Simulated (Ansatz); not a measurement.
Saddle point of InH$_{2}$BrCl$_{2}$, closed shell (InHCl₂ ([Cl][InH][Cl]) + HBr → InBrCl₂ ([Cl][In]([Cl])[Br]) + H₂; bonds formed: H2–H5; dative contacts that become bonds: In1–Br6; bonds broken: In1–H2, H5–Br6), PBE0-D4/def2-TZVP structure:

```
6
angstrom
In -0.4814 -0.1235 -0.4120
H 1.0144 0.9611 -0.5037
Cl -0.3351 -2.1071 -1.5636
Cl -2.4642 0.9617 0.0042
H 1.2598 0.5948 0.5465
Br 1.0065 -0.2870 1.9287
```

Energies are electronic, without zero-point energy. Barriers and step energies count from the start structure reached by relaxing down the imaginary mode; all methods use the PBE0-D4 structures, on which another method's saddle can fall below an end. Program: Ansatz 0.2.0. Basis: def2-TZVPP, with def2-QZVPP for the basis limit. Cores are frozen in the correlated methods. Filled d shells of the heavier atoms are correlated. Core potentials replace the inner electrons of the atoms past krypton. The def2 sets are not built for correlating such inner shells, so the correlated values are less sure here. B3LYP uses VWN-RPA correlation. Extrapolation: Hartree–Fock as exp(−7.88 √X), correlation as X^−2.97.

| method | barrier (eV) | step energy (eV) |
| --- | --- | --- |
| SPW92 | ? | -0.620 |
| PBE-D4 | 0.473 | -0.794 |
| BLYP-D4 | 0.594 | -0.826 |
| r2SCAN-D4 | 0.531 | -0.838 |
| B97M-V | 0.649 | -0.723 |
| PBE0-D4 | ? | -0.810 |
| B3LYP-D4 | 0.682 | -0.827 |
| r2SCAN0-D4 | 0.630 | -0.842 |
| BHLYP-D4 | ? | -0.851 |
| CAM-B3LYP-D4 | 0.772 | -0.771 |
| wB97X-V | 0.800 | -0.800 |
| wB97M-V | 0.787 | -0.791 |
| B2PLYP | 0.713 | -0.856 |
| PBE-QIDH | 0.684 | -0.849 |
| RPA on PBE | 0.790 | -0.753 |
| HF | 1.122 | -0.932 |
| MP2 | 0.721 | -0.876 |
| CCSD | 0.858 | -0.789 |
| CCSD(T) | 0.772 | -0.803 |

**Question.** Fill in the withheld barriers. (Judge from chemistry; the value comes from the calculation.)

**Answer.** The calculation gives: BHLYP-D4 0.822; PBE0-D4 0.592; SPW92 0.336 eV. Each is the energy of the saddle less that of the start structure, by the same method.

For comparison, the barrier by CCSD(T) at an estimated basis limit (MP2 extrapolated from triple and quadruple zeta, plus CCSD(T) − MP2 in triple zeta) is 0.733 eV.

No T1 diagnostic of these runs exceeds 0.012. The start structure is not quite a true minimum (one mode of 84i cm⁻¹).

Labels in which every atom is bracketed show which atoms are joined, not bond orders.

For scale, one of the runs: CCSD(T)/def2-TZVPP, 210 basis functions, launched by `ansatz run in.yaml --threads 8 --pin off --events-out ev --progress --plain --max-ram 19148MiB`. The run took 82 s on 8 CPU threads of an Arm Neoverse V1 (shared host), with 3.2 GiB of host memory at its peak.
